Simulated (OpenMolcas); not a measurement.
## Os2+: moving or changing the point charges

Os2+ among 6 point charges of -1.7 e arranged as an octahedron (Oh), 2.03 Å from the ion.

- Program: OpenMolcas 26.06
- Method: SS-CASPT2, IPEA 0.25 Eh, imaginary shift 0.1 Eh (closed shells correlated: 5s 5p)
- Basis: ANO-RCC-VDZP [7s6p4d2f1g]
- Scalar Hamiltonian: DKH2, point nucleus
- Active space: 6 electrons in 5 orbitals (5d)
- State averaging: 2S+1 = 5 even, 5 roots; 2S+1 = 3 even, 45 roots; 2S+1 = 1 even, 50 roots
- Spin-orbit coupling: state interaction with AMFI integrals over the reference wave functions

Runs around this geometry, states (labels of O, the rotations of Oh). Energies in cm-1 above the lowest state or level, χT in cm3 K/mol; under a threefold ground state the first gap can be a small split of the lowest multiplet, not the spin-orbit step.

```
R (Å)  q (e)  Ground state  First state of that spin  First gap with spin-orbit (degeneracies)  χT at 300 K  First state of another spin
 2.03  -0.85           5T2                   5E 8400                                120 (3, 2)        4.266                     3T1 9660
 2.03   -1.7           1A1                 1T1 12390                               4030 (1, 2)        0.174                     5T2 2960
 2.16   -1.7           5T2                  5E 13160                               1230 (1, 2)        0.598                     1A1 3520
```

The ground state changes within this set.

Roots that are degenerate in the reference are averaged as groups; the widest CASPT2 spread within a group is 250 cm-1 (the 3-fold group of multiplicity 3 near 5660 cm-1 above the lowest state of its run, R = 2.03, q = -1.7). Shifts and gaps below about the spread of the groups concerned are not significant. Free-ion shares, where given, are those of the reference states; single-state CASPT2 does not remix them. Spin-orbit coupling mixes the spin-free states strongly: the lowest level takes only 49 % from its leading state, 1A1 (figures for R = 2.03, q = -1.7; the like holds for R = 2.16, q = -1.7). An orbital triplet at a regular site is open to Jahn-Teller coupling, which can distort the site and quench the lowest spin-orbit gaps and is left out (holds for R = 2.03, q = -0.85). Point charges give a weaker field than real ligands, and real ions of this kind are as a rule low spin; the high spin found here belongs to the model (holds for R = 2.03, q = -0.85; R = 2.16, q = -1.7). This shell can be high or low spin here, a state of another spin lies low, and with metal d orbitals alone active their balance is uncertain, so the ground spin may be wrong, although the usual error favours high spin (holds for R = 2.03, q = -1.7). This shell can be high or low spin here, a state of another spin lies low, and with metal d orbitals alone active their balance is uncertain, so the ground spin may be wrong (holds for R = 2.16, q = -1.7). This is an electrostatic model: the charges have no orbitals. No measured value stands beside these numbers.
